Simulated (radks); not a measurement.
Ar5+, configuration [Ne] 3s2 3p1. Calculated with a radial shooting solver on a logarithmic mesh with Libxc functionals: scalar-relativistic Kohn-Sham, BLYP, spin-unpolarised, spherical densities, finite nucleus; Fermi nuclear charge, rms radius 3.4274 fm.

Local quantities along the radius. ELF = 1/(1 + alpha^2) is the electron localisation function; alpha = (tau - tau_W)/tau_unif compares the Pauli kinetic energy density with that of the uniform gas. tau is taken from the large components.

```
   r/bohr * ELF (the largest magnitude, 1, reaches the edge; | marks zero)
  0.00463 |                                                      *
 0.005981 |                                                      *
 0.007726 |                                                      *
 0.009901 |                                                      *
  0.01279 |                                                      *
  0.01652 |                                                      *
  0.02117 |                                                      *
  0.02735 |                                                      *
  0.03533 |                                                      *
  0.04527 |                                                      *
  0.05848 |                                                     *
  0.07494 |                                                *
   0.0968 |                               *
    0.125 |              *
   0.1602 |             *
    0.207 |                            *
   0.2674 |                                          *
   0.3426 |                                              *
   0.4426 |                                            *
   0.5717 |                        *
   0.7326 |     *
   0.9464 |               *
    1.222 |                                             *
    1.567 |                                               *
    2.024 |                                 *
    2.614 |     *
     3.35 *
    4.327 *
```

On this mesh the ELF has minima near r = 0.14, 0.73 bohr, which separate the shells, and maxima near 0.34 (0.86), 1.4 (0.89).

Self-consistent cycle (total energy in hartree, residual of the potential): 1: -518.663293, 8e+00; 2: -520.332126, 5e+00; 3: -521.422600, 2e-01; 4: -521.425139, 1e-01; 5: -521.425816, 2e-02; 6: -521.425869, 3e-04; 7: -521.425869, 2e-04; 8: -521.425869, 1e-04; 9: -521.425869, 7e-05; 10: -521.425869, 2e-05; 11: -521.425869, 1e-05; 12: -521.425869, 5e-07; 13: -521.425869, 3e-07; 14: -521.425869, 3e-09.
